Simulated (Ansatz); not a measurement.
Wavefunction ladder for C₃H₉BO₃, SMILES `CC(C)OB(O)O`

| atom | x (Å) | y (Å) | z (Å) |
| --- | --- | --- | --- |
| C1 | -1.054 | -0.677 | -1.376 |
| C2 | -0.185 | -0.586 | -0.140 |
| C3 | -0.753 | -1.360 | 1.029 |
| O4 | -0.083 | 0.787 | 0.237 |
| B5 | 1.103 | 1.449 | 0.270 |
| O6 | 1.126 | 2.768 | 0.642 |
| O7 | 2.276 | 0.830 | -0.060 |
| H8 | -1.158 | -1.716 | -1.696 |
| H9 | -2.050 | -0.278 | -1.170 |
| H10 | -0.617 | -0.107 | -2.198 |
| H11 | 0.817 | -0.962 | -0.373 |
| H12 | -0.848 | -2.419 | 0.778 |
| H13 | -1.742 | -0.978 | 1.294 |
| H14 | -0.104 | -1.272 | 1.902 |
| H15 | 0.247 | 3.093 | 0.849 |
| H16 | 3.023 | 1.428 | 0.013 |

The species carries charge 0 and has multiplicity 1. The structure was optimised at the PBE0-D4/def2-TZVP level. It is one conformer, not always the lowest. Frozen core, restricted reference, the Gaussian-basis code of Ansatz.

```tsv
basis	HF (Eh)	MP2 corr.
def2-SVP	-368.01875	-1.06288
def2-TZVPP	-368.45172	-1.33093
def2-QZVPP	-368.46929	-1.42883
```

(1) Estimate the CCSD correlation energy and the (T) correction in each basis where they were run (hartree).

Results:

(1) 
```csv
basis,CCSD corr.,(T)
def2-SVP,-1.12096,-0.02894
```
